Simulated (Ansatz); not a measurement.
Basis-set extrapolation for C₂H₁₀BOP (PBE0-D4/def2-TZVP geometry, frozen core, Ansatz). Multiplicity 1, RHF reference.

```
                      def2-TZVPP   def2-QZVPP
                 HF  -521.988932  -522.007646
    MP2 correlation    -0.874108    -0.935085
CCSD(T) correlation    -0.973170      not run
```

Energies in hartree. Use E(X) = E(∞) + A·exp(−7.88·√X) for Hartree–Fock and E(X) = E(∞) + B·X^(−2.97) for correlation, with X = 3 and 4, and add CCSD(T) minus MP2 of the smaller set to the MP2 limit.

What is the CCSD(T) energy at the basis-set limit?

HF limit: -522.007646 + (-0.018714) × 0.13774 = -522.01022. MP2 limit: -0.935085 + (-0.060977) × 0.74074 = -0.98025. Higher-order term: -0.973170 − (-0.874108) = -0.09906. Total: -523.08953 hartree, 3.47 eV below CCSD(T)/def2-TZVPP.
